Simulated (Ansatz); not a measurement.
`C[NH][Ga]([F])[F]` + H–F → `[F][Ga]([F])[F]` + CH₃NH₂ at 700 K and 1 bar (ligand exchange at a Ga–N bond).

Calculated with Ansatz (gas phase, PBE0-D4/def2-TZVP geometries, no zero-point term in ΔE). CCSD(T)/CBS adds triple-zeta CCSD(T) − MP2 to the extrapolated MP2 energy (def2 sets, frozen cores). This one scheme is used for every species. For Ga outer-core shells are correlated without core-valence functions, which leaves a few kJ/mol of doubt a bond. Scalar relativity is left out up to krypton. Each species was taken in one conformer, which may not be the lowest.

```tsv
species	CCSD(T)/CBS energy (Eh)	H − E (kJ/mol)	S (J/(mol·K))
`C[NH][Ga]([F])[F]`	-2218.78622	225.7	463.8
H–F	-100.39570	45.2	198.5
`[F][Ga]([F])[F]`	-2223.43412	61.6	355.2
CH₃NH₂	-95.75281	207.6	296.6
```

H − E and S are ideal-gas, rigid-rotor, harmonic terms from PBE0-D4/def2-TZVP, for one conformer and one mirror image of each species. 1 Eh = 2625.50 kJ/mol, R = 8.31446 J/(mol·K).

By hand: ΔE, ΔH, ΔS and ΔG.

ΔE = (-2223.43412) + (-95.75281) − (-2218.78622) − (-100.39570) = -0.00501 Eh = -13.2 kJ/mol. Δ(H − E) = 61.6 + 207.6 − 225.7 − 45.2 = -1.7, so ΔH = -14.9 kJ/mol. ΔS = 355.2 + 296.6 − 463.8 − 198.5 = -10.5 J/(mol·K). ΔG = -14.9 − 700 × (-10.5)/1000 = -7.6 kJ/mol.

By hand: the equilibrium constant, and the temperature at which ΔG would vanish if ΔH and ΔS stayed fixed.

log₁₀ K = −ΔG/(RT ln 10) = 0.6. ΔG = 0 at ΔH/ΔS = 1419 K, though so small a ΔS makes that figure unsure.

TΔS isn't small against ΔH here. A doubt of 5 kJ/mol in ΔE shifts log₁₀ K by 0.4 here. Other conformers and mirror images would add mixing entropy, several J/(mol·K) or more a flexible species. These are equilibria of isolated gas molecules and say nothing of rates. Largest T1 diagnostic: 0.015 (customary marks: 0.02 for closed shells, 0.045 for open ones).
